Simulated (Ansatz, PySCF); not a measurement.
Molecule: SnCl₂, charge 0, multiplicity 1. 
Structure (B3LYP-D3(BJ)/def2-TZVP (Ansatz, a program for electronic structure) minimum search):
```
Sn
Cl 1 2.3879
Cl 1 2.3879 2 98.82
```

Wanted: vertical electron affinity (to the doublet state of charge -1; a negative value means that the extra electron is unbound and the number depends on the basis; each state is the SCF solution reached for its spin), in eV. Cores are frozen in the correlated levels unless marked. UHF or UKS for open shells. No spin-orbit coupling. Frozen are the shells of the preceding noble gas and the d and f shells that filled before the atom's block. In def2 rows, elements after Kr have scalar-relativistic effective core potentials. Anions need diffuse functions: def2-D sets add few. Basis-set limits of correlation are two-point, X^-3; Hartree-Fock from the larger set. The bracket is a focal-point correction in the basis named.

```tsv
level	program	vertical electron affinity (eV)
HF/def2-SVPD	Ansatz	1.16
SVWN5/def2-TZVPD	Ansatz	1.46
PBE/def2-TZVPD	Ansatz	1.33
r2SCAN/def2-TZVPD	Ansatz	1.50
B3LYP/def2-TZVPD	Ansatz	1.44
PBE0/def2-TZVPD	Ansatz	1.47
BHLYP/def2-TZVPD	Ansatz	1.44
M06-2X/def2-TZVPD	PySCF	1.51
wB97M-V/def2-TZVPD	Ansatz	1.46
wB97X-V/def2-TZVPD	Ansatz	1.45
wB97X/def2-TZVPD	Ansatz	1.43
CCSD/def2-SVPD	Ansatz	1.29
CCSD(T)/def2-SVPD	Ansatz	1.27
RI-MP2/CBS(def2-TZVPPD,def2-QZVPPD)+[CCSD(T)-MP2]/def2-TZVPPD	Ansatz	1.44
```
